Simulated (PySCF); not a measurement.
## Basis-set dependence of excited states

Compound: C2H7AlClFO.
SMILES: `C[O+](CF)[AlH2-][Cl]`

TDDFT with PBE0 (PySCF), vertical singlets, core orbitals frozen in the response, spherical d and f functions. One conformer (not necessarily the lowest) at the PBE0-D3(BJ)/def2-SVP geometry, without solvent, vibrations or thermal averaging.

```json
{"basis": "6-31G*", "functions": "106", "diffuse": "no", "S1 (eV)": "6.69", "S2 (eV)": "7.34", "S3 (eV)": "7.88", "S4 (eV)": "7.96", "S5 (eV)": "8.30", "LUMO (eV)": "0.45", "α (au)": "57.4"}
{"basis": "def2-SVP", "functions": "127", "diffuse": "no", "S1 (eV)": "6.71", "S2 (eV)": "7.53", "S3 (eV)": "7.94", "S4 (eV)": "8.00", "S5 (eV)": "8.11", "LUMO (eV)": "0.53", "α (au)": "58.1"}
{"basis": "6-31+G*", "functions": "130", "diffuse": "yes", "S1 (eV)": "6.49", "S2 (eV)": "6.89", "S3 (eV)": "6.95", "S4 (eV)": "7.51", "S5 (eV)": "7.65", "LUMO (eV)": "-0.07", "α (au)": "66.0"}
{"basis": "def2-SVPD", "functions": "193", "diffuse": "yes", "S1 (eV)": "6.51", "S2 (eV)": "7.03", "S3 (eV)": "7.14", "S4 (eV)": "7.77", "S5 (eV)": "7.81", "LUMO (eV)": "0.11", "α (au)": "74.1"}
{"basis": "aug-cc-pVDZ", "functions": "209", "diffuse": "yes", "S1 (eV)": "6.38", "S2 (eV)": "6.62", "S3 (eV)": "6.82", "S4 (eV)": "7.23", "S5 (eV)": "7.44", "LUMO (eV)": "-0.36", "α (au)": "75.0"}
{"basis": "def2-TZVP", "functions": "240", "diffuse": "no", "S1 (eV)": "6.55", "S2 (eV)": "7.26", "S3 (eV)": "7.75", "S4 (eV)": "7.81", "S5 (eV)": "7.88", "LUMO (eV)": "0.24", "α (au)": "69.0"}
```

**Question.** How much do these states and the polarisability depend on the basis?

**Answer.** States are compared by their number. Against the largest diffuse basis here (aug-cc-pVDZ, itself not a converged limit), sets without diffuse functions differ by up to 0.33 eV in S1 and 0.86 eV in S5; the smaller diffuse sets differ by up to 0.12 and 0.37 eV. State by state, the largest deviation of a set without diffuse functions is S1 0.33, S2 0.91, S3 1.12, S4 0.77, S5 0.86 eV. The same number needn't mean the same state in each row. Against aug-cc-pVDZ the polarisability deviates by -23% in 6-31G*, -23% in def2-SVP, -12% in 6-31+G*, -1% in def2-SVPD, -8% in def2-TZVP. A single + in a Pople set puts diffuse functions on heavy atoms only.

Without π bonds the low states may be Rydberg-like; a valence basis with one diffuse set may place them up to an eV too high.
